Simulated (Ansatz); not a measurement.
HNP (SMILES [NH+]#P), charge +1, singlet, geometry from GFN2-xTB, atoms displaced at random by about 0.03 Å a coordinate; R2SCAN/6-31G, gradient (Ansatz, a program for electronic structure).

Ansatz was given this input:
Ansatz 0.2 input:
```yaml
crystal:
  periodic: [false, false, false]
  atoms:
    - {symbol: N, position_ang: [0.01413889, -0.00747633, -0.88176695]}
    - {symbol: P, position_ang: [-0.00006882, 0.00007059, 0.51567268]}
    - {symbol: H, position_ang: [0.01357071, -0.03929033, -1.86409380]}
basis:
  gaussian:
    orbitals: 6-31G
hamiltonian:
  xc: r2scan
total_charge: 1
output: {forces: true}
```

Output, abridged:

```
Functional definition: r2SCAN
304 factors; integrals over basis functions are off by at most 2.1e-4 eV
mean field evaluation 1: about -10759.2788 eV, gradient 9.9e1 eV
mean field evaluation 2: about -10689.3459 eV, gradient 1.5e2 eV
mean field evaluation 4: about -10781.5247 eV, gradient 7.2e0 eV
mean field evaluation 8: about -10781.6513 eV, gradient 5.7e-2 eV
mean field evaluation 16: about -10781.6496 eV, gradient 5.2e-6 eV
mean field -10781.64956945 eV, -396.2183136128 hartree, gradient 5.2e-6 eV, S^2 0.000000; 0 other end points of the search recorded, 0 dependent functions left out
the calculation of the forces begins
reference -10781.64957559 eV, -396.2183138383 hartree; 11, 11 occupied and 13, 13 virtual orbitals, 304 factors
Total energy: -10781.64957559 eV, -396.2183138383 hartree
Atom 0 at     0.014139    -0.007476    -0.881767 Å, force     0.067744    -0.107168    -8.964314 eV/Å
Atom 1 at    -0.000069     0.000071     0.515673 Å, force    -0.090105     0.097549    10.468780 eV/Å
Atom 2 at     0.013571    -0.039290    -1.864094 Å, force     0.022361     0.009619    -1.504465 eV/Å
Dipole moment:    -0.003544    -0.012894    -0.129084 e Å
```
